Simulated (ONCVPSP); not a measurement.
## What one change does to a pseudopotential (sulfur (S), ONCV)

ONCVPSP 4.0.1 input, shortened (lines: element, Z, core and valence counts, functional; n l f; lmax; l rc ep ncon nbas qcut; lloc lpopt rc5 dvloc0; l nproj debl; icmod fcfact rcfact), PBE, scalar-relativistic:

```
  S 16.00    1    4        4      upf
    1    0    2.00
    2    0    2.00
    2    1    6.00
    3    0    2.00
    3    1    4.00
    2
    0    0.65    0.00    4    7   24.20
    1    0.80    0.00    4    7   13.80
    2    0.65    0.25    4    8   15.50
    4    5    0.45    0.00
    0    2    0.50
    1    3    2.40
    2    2    2.20
    1    0.15    0.00
```

All-electron outer shells of the reference configuration (PBE, scalar-relativistic, ld1.x):

```
shell  level (eV)  outermost node (bohr)  outermost maximum (bohr)
   1s    -2405.94                      –                      0.06
   2s     -211.71                   0.13                      0.39
   2p     -156.51                      –                      0.33
   3s      -17.26                   0.60                      1.40
   3p       -7.01                   0.58                      1.61
```

Change: p: rc 1.04.

Cutoffs: the cutoffs (Ha) at which the residual kinetic energy of the hardest occupied pseudo-wave falls to 1 and 0.1 mHa per electron; they do not see the model core or the augmentation charge, which bear on the density cutoff. Errors are all-electron minus pseudo energies relative to the spin-unpolarised reference configuration.

Problem. How do hardness, ghosts and transferability respond?

Solution. The potential gets softer (186 Ha and 243 Ha → 170 Ha and 206 Ha); the bound ghost in p disappears; of the 4 tests that both files solve, the error grows in 0 and shrinks in 3 by more than 15 % and 0.3 meV (median size 2.4 → 1.3 meV). A larger radius leaves more room for a smooth pseudo-wave, so fewer plane waves are needed. That the errors move this way runs against the usual rule that smaller radii transfer better.

| quantity | base | changed |
| --- | --- | --- |
| cutoff, loose | 186 Ha | 170 Ha |
| cutoff, tight | 243 Ha | 206 Ha |
| loose cutoff by channel | s 170 Ha, p 186 Ha | s 170 Ha, p 78 Ha |
| bound ghosts | p | none |
| GHOST(+) flags under 300 eV | none | none |
| error for 2s2 2p6 3s2 3p3, meV [ΔE 11.77 eV] | +0.9 | +0.3 |
| error for 2s2 2p6 3s2 3p2, meV [ΔE 34.05 eV] | +3.9 | +2.3 |
| error for 2s2 2p6 3s2 3p1, meV [ΔE 68.09 eV] | +12 | +8.7 |
| error for 2s2 2p6 3s1 3p5, meV [ΔE 10.31 eV] | +0.2 | +0.2 |
| s: phases at 0.66 bohr within 0.05 rad from the reference energy up to (Ha; the scan ends near 5) | to the end of the scan | to the end of the scan |
| d: phases at 0.66 bohr within 0.05 rad from the reference energy up to (Ha; the scan ends near 5) | to the end of the scan | to the end of the scan |
| rms error of d²Exc/dni dnj with the model core, mHa | 2.63 | 2.62 |

 A true bound ghost makes a file unfit for plane-wave use even where its test errors are small: the radial tests pick states by their node count and pass the ghost by.
